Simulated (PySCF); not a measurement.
**Ionisation energy of W²⁺ by level of theory**

W²⁺ [Xe] 4f14 5d4 (5D) → W³⁺ [Xe] 4f14 5d3 (4F), as a difference of total energies. Calculation: PySCF 2.14, in x2c-TZVPPall with one added diffuse shell each of s, p, d, f type (12s8p8d4f1g, 113 functions); the spin-free X2C one-electron Hamiltonian (Gaussian nucleus). Correlated levels: valence: [Xe] 4f14 frozen. The calculations carry no spin-orbit coupling.

```
           method  ionisation energy (eV)
              UHF                  24.768
    MP2 (valence)                  25.602
SCS-MP2 (valence)                  25.370
   CCSD (valence)                  25.704
CCSD(T) (valence)                  25.720
```

**Question.** How much does correlation contribute at CCSD(T) (valence)?

**Answer.** 25.720 − (24.768) = 0.952 eV, measured against UHF.

A first-order spin-orbit estimate (lowest level to lowest level, LS coupling) adds -0.249 eV.

Errors of the correlated levels include the incompleteness of this basis and the frozen core.

For comparison: 26 ± 0.4 eV (semi-empirical (NIST evaluation); NIST Atomic Spectra Database, ionization energies).
